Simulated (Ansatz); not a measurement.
**Nudged elastic band run: BFH4OS**

input.yaml

```yaml
crystal:
  periodic: [false, false, false]
  atoms:
    - { symbol: B, position_ang: [-0.045461, -0.391165, 0.116918] }
    - { symbol: O, position_ang: [-0.373699, -0.95065, 1.284938] }
    - { symbol: H, position_ang: [-1.287665, -1.163843, 1.377439] }
    - { symbol: F, position_ang: [1.218586, -0.066769, -0.069532] }
    - { symbol: H, position_ang: [-0.827911, -0.199355, -0.768054] }
    - { symbol: S, position_ang: [-0.03607, 2.938566, 1.50621] }
    - { symbol: H, position_ang: [1.119469, 2.640777, 0.909191] }
    - { symbol: H, position_ang: [0.237649, 2.220738, 2.598591] }
basis:
  gaussian: { orbitals: def2-SVP }
hamiltonian:
  xc: hf
neb:
  order_check: false
  images: 1
  f_tol: 0.05
  max_iterations: 60
  climbing: false
  final_atoms:
    - { symbol: B, position_ang: [0.1817854, 0.74476862, -0.20446829] }
    - { symbol: O, position_ang: [-0.42328722, -0.40751886, 2.10179512] }
    - { symbol: H, position_ang: [-1.1291953, -1.03308807, 2.17301419] }
    - { symbol: F, position_ang: [1.33081961, 0.11252066, -0.25239029] }
    - { symbol: H, position_ang: [-0.79500258, 0.25934319, -0.68719501] }
    - { symbol: S, position_ang: [0.10816626, 2.47085728, 0.37377643] }
    - { symbol: H, position_ang: [1.37974422, 2.57478486, 0.77041346] }
    - { symbol: H, position_ang: [-0.64813238, 0.30663132, 2.68075539] }
  initial_path:
    images:
      - { positions_ang: [[-0.045461, -0.391165, 0.116918], [-0.373699, -0.95065, 1.284938], [-1.287665, -1.163843, 1.377439], [1.218586, -0.066769, -0.069532], [-0.827911, -0.199355, -0.768054], [-0.03607, 2.938566, 1.50621], [1.119469, 2.640777, 0.909191], [0.237649, 2.220738, 2.598591]] }
      - { positions_ang: [[0.11030261, 0.00639661, 0.00232152], [-0.1109243, -0.00651821, 1.74831461], [-1.0551303, -0.29101038, 1.9663785], [1.32729491, 0.01202668, -0.50873195], [-0.83723303, 0.0100532, -0.71748268], [0.11758431, 2.07734024, 0.71470278], [0.50402998, 2.10738515, 2.05990411], [-0.05102619, 1.11262571, 1.69029411]] }
      - { positions_ang: [[0.1817854, 0.74476862, -0.20446829], [-0.42328722, -0.40751886, 2.10179512], [-1.1291953, -1.03308807, 2.17301419], [1.33081961, 0.11252066, -0.25239029], [-0.79500258, 0.25934319, -0.68719501], [0.10816626, 2.47085728, 0.37377643], [1.37974422, 2.57478486, 0.77041346], [-0.64813238, 0.30663132, 2.68075539]] }
```

Launched with:

```bash
$ ansatz run input.yaml --threads 2 --pin off --max-ram 3072MiB --backend cpu --events-out ev --progress --plain --runs-dir out
```

Output, in part (warnings, iteration lines, the closing report on the highest movable image, with atoms numbered from 0):

```
NEB end point (image 0): max|allowed force component| = 2.461e-2 eV/Å (the criterion of neb.relax_end_points is 1.000e-2)
NEB end point (image 2): max|allowed force component| = 2.731e-2 eV/Å (the criterion of neb.relax_end_points is 1.000e-2)
NEB iter   1: max|band force component| = 8.068e0 eV/Å  barrier→ = 5.7148 eV  barrier← = 4.8111 eV  Δτ_max = 0.1566 Å  (109 SCF iters)
NEB iter   2: max|band force component| = 4.065e0 eV/Å  barrier→ = 3.7409 eV  barrier← = 2.8372 eV  Δτ_max = 0.2000 Å  (39 SCF iters)
NEB iter   3: max|band force component| = 2.169e0 eV/Å  barrier→ = 3.4897 eV  barrier← = 2.5860 eV  Δτ_max = 0.1472 Å  (39 SCF iters)
NEB iter   4: max|band force component| = 1.409e0 eV/Å  barrier→ = 3.2253 eV  barrier← = 2.3216 eV  Δτ_max = 0.1959 Å  (33 SCF iters)
NEB iter   5: max|band force component| = 1.171e0 eV/Å  barrier→ = 2.8876 eV  barrier← = 1.9839 eV  Δτ_max = 0.1981 Å  (33 SCF iters)
NEB iter   6: max|band force component| = 1.140e0 eV/Å  barrier→ = 2.6690 eV  barrier← = 1.7653 eV  Δτ_max = 0.1976 Å  (34 SCF iters)
NEB iter   7: max|band force component| = 1.302e0 eV/Å  barrier→ = 2.4709 eV  barrier← = 1.5672 eV  Δτ_max = 0.1001 Å  (33 SCF iters)
NEB iter   8: max|band force component| = 1.298e0 eV/Å  barrier→ = 2.3216 eV  barrier← = 1.4179 eV  Δτ_max = 0.1001 Å  (33 SCF iters)
NEB iter   9: max|band force component| = 1.012e0 eV/Å  barrier→ = 2.1154 eV  barrier← = 1.2117 eV  Δτ_max = 0.0982 Å  (32 SCF iters)
NEB iter  10: max|band force component| = 9.833e-1 eV/Å  barrier→ = 1.8941 eV  barrier← = 0.9904 eV  Δτ_max = 0.1023 Å  (32 SCF iters)
NEB iter  11: max|band force component| = 2.329e0 eV/Å  barrier→ = 1.9317 eV  barrier← = 1.0280 eV  Δτ_max = 0.0500 Å  (32 SCF iters)
NEB iter  12: max|band force component| = 1.074e0 eV/Å  barrier→ = 1.8289 eV  barrier← = 0.9252 eV  Δτ_max = 0.0973 Å  (36 SCF iters)
NEB iter  13: max|band force component| = 6.852e-1 eV/Å  barrier→ = 1.9017 eV  barrier← = 0.9980 eV  Δτ_max = 0.0979 Å  (37 SCF iters)
NEB iter  14: max|band force component| = 3.388e-1 eV/Å  barrier→ = 1.9589 eV  barrier← = 1.0552 eV  Δτ_max = 0.0972 Å  (37 SCF iters)
NEB iter  15: max|band force component| = 4.916e-1 eV/Å  barrier→ = 2.0162 eV  barrier← = 1.1124 eV  Δτ_max = 0.0494 Å  (35 SCF iters)
NEB iter  16: max|band force component| = 3.726e-1 eV/Å  barrier→ = 2.0596 eV  barrier← = 1.1559 eV  Δτ_max = 0.0495 Å  (36 SCF iters)
NEB iter  17: max|band force component| = 2.040e-1 eV/Å  barrier→ = 2.0927 eV  barrier← = 1.1890 eV  Δτ_max = 0.0496 Å  (36 SCF iters)
NEB iter  18: max|band force component| = 2.276e-1 eV/Å  barrier→ = 2.1115 eV  barrier← = 1.2077 eV  Δτ_max = 0.0494 Å  (37 SCF iters)
NEB iter  19: max|band force component| = 3.460e-1 eV/Å  barrier→ = 2.0961 eV  barrier← = 1.1924 eV  Δτ_max = 0.0250 Å  (37 SCF iters)
NEB iter  20: max|band force component| = 4.403e-1 eV/Å  barrier→ = 2.0592 eV  barrier← = 1.1555 eV  Δτ_max = 0.0114 Å  (37 SCF iters)
NEB iter  21: max|band force component| = 4.961e-1 eV/Å  barrier→ = 2.0453 eV  barrier← = 1.1416 eV  Δτ_max = 0.0120 Å  (37 SCF iters)
NEB iter  22: max|band force component| = 5.597e-1 eV/Å  barrier→ = 2.0264 eV  barrier← = 1.1227 eV  Δτ_max = 0.0122 Å  (37 SCF iters)
NEB iter  23: max|band force component| = 6.302e-1 eV/Å  barrier→ = 2.0013 eV  barrier← = 1.0976 eV  Δτ_max = 0.0245 Å  (37 SCF iters)
NEB iter  24: max|band force component| = 7.723e-1 eV/Å  barrier→ = 1.9410 eV  barrier← = 1.0373 eV  Δτ_max = 0.0500 Å  (36 SCF iters)
NEB iter  25: max|band force component| = 1.001e0 eV/Å  barrier→ = 1.9295 eV  barrier← = 1.0257 eV  Δτ_max = 0.0492 Å  (35 SCF iters)
NEB iter  26: max|band force component| = 1.240e0 eV/Å  barrier→ = 1.8404 eV  barrier← = 0.9367 eV  Δτ_max = 0.0499 Å  (35 SCF iters)
NEB iter  27: max|band force component| = 1.436e0 eV/Å  barrier→ = 1.7130 eV  barrier← = 0.8092 eV  Δτ_max = 0.0496 Å  (36 SCF iters)
NEB iter  28: max|band force component| = 1.583e0 eV/Å  barrier→ = 1.6128 eV  barrier← = 0.7090 eV  Δτ_max = 0.0497 Å  (35 SCF iters)
NEB iter  29: max|band force component| = 1.674e0 eV/Å  barrier→ = 1.5145 eV  barrier← = 0.6108 eV  Δτ_max = 0.0495 Å  (36 SCF iters)
NEB iter  30: max|band force component| = 1.619e0 eV/Å  barrier→ = 1.3994 eV  barrier← = 0.4956 eV  Δτ_max = 0.0503 Å  (36 SCF iters)
NEB iter  31: max|band force component| = 1.544e0 eV/Å  barrier→ = 1.3607 eV  barrier← = 0.4570 eV  Δτ_max = 0.0999 Å  (35 SCF iters)
NEB iter  32: max|band force component| = 1.337e0 eV/Å  barrier→ = 1.3205 eV  barrier← = 0.4168 eV  Δτ_max = 0.2000 Å  (35 SCF iters)
NEB iter  33: max|band force component| = 9.927e-1 eV/Å  barrier→ = 1.2487 eV  barrier← = 0.3450 eV  Δτ_max = 0.2000 Å  (35 SCF iters)
NEB iter  34: max|band force component| = 1.394e0 eV/Å  barrier→ = 1.1703 eV  barrier← = 0.2666 eV  Δτ_max = 0.1001 Å  (34 SCF iters)
NEB iter  35: max|band force component| = 1.100e0 eV/Å  barrier→ = 1.1756 eV  barrier← = 0.2718 eV  Δτ_max = 0.1003 Å  (32 SCF iters)
NEB iter  36: max|band force component| = 6.018e-1 eV/Å  barrier→ = 1.2086 eV  barrier← = 0.3049 eV  Δτ_max = 0.1002 Å  (33 SCF iters)
NEB iter  37: max|band force component| = 4.819e-1 eV/Å  barrier→ = 1.2282 eV  barrier← = 0.3245 eV  Δτ_max = 0.0632 Å  (35 SCF iters)
NEB iter  38: max|band force component| = 2.363e-1 eV/Å  barrier→ = 1.2235 eV  barrier← = 0.3198 eV  Δτ_max = 0.0078 Å  (35 SCF iters)
NEB iter  39: max|band force component| = 7.498e-2 eV/Å  barrier→ = 1.2202 eV  barrier← = 0.3164 eV  Δτ_max = 0.0091 Å  (37 SCF iters)
NEB iter  40: max|band force component| = 6.867e-2 eV/Å  barrier→ = 1.2184 eV  barrier← = 0.3147 eV  Δτ_max = 0.0051 Å  (36 SCF iters)
NEB iter  41: max|band force component| = 4.896e-2 eV/Å  barrier→ = 1.2202 eV  barrier← = 0.3165 eV  Δτ_max = 0.0000 Å  (94 SCF iters)
Total energy: -16289.63714459 eV, -598.6331235510 hartree
Atom 0 at     0.048571     0.121413     0.201382 Å, force    -0.016210    -1.565530     0.649592 eV/Å
Atom 1 at     0.026964    -0.533540     1.466291 Å, force     0.322908    -0.180506    -1.110739 eV/Å
Atom 2 at    -0.688484    -1.064136     1.792980 Å, force     0.050957     0.251093    -0.725656 eV/Å
Atom 3 at     1.269223     0.363440    -0.273401 Å, force    -0.119997    -0.152364     0.185940 eV/Å
Atom 4 at    -0.866491     0.156207    -0.563937 Å, force    -0.068247    -0.371823     0.099681 eV/Å
Atom 5 at    -0.368990     2.271819     1.163063 Å, force    -0.303063    -0.141187     1.367258 eV/Å
Atom 6 at     0.945192     2.558660     1.123263 Å, force    -0.281373    -0.274921     0.381909 eV/Å
Atom 7 at    -0.361087     1.154435     2.046060 Å, force     0.415026     2.435238    -0.847986 eV/Å
Dipole moment:    -0.327584    -0.059025     0.325589 e Å
```

The forces met the threshold. Neighbouring images differ by up to 1.2 eV, so the band resolves the path poorly. No image climbed, so the highest image needn't sit at the top of the path. A band with more images between the same ends climbed to 2.04 eV, so this one has probably stepped over the top. So few images can step over the top or miss a turn of the path. The orbitals stay closed-shell, which can raise the energy where a bond breaks towards radicals; this wasn't checked here.

Final band (atoms are numbered from 1 in the order of the input):

```csv
image,path coordinate (Å),energy (eV),B1–O2 (Å),S6–H8 (Å),B1–S6 (Å)
0,0.00,0.00,1.34,1.34,3.61
1,1.85,1.22,1.42,1.42,2.39
2,3.70,0.90,2.65,3.25,1.82
```

Run time: 19 s on 2 threads of Arm Neoverse V2 (shared host), peak memory 0.14 GiB.
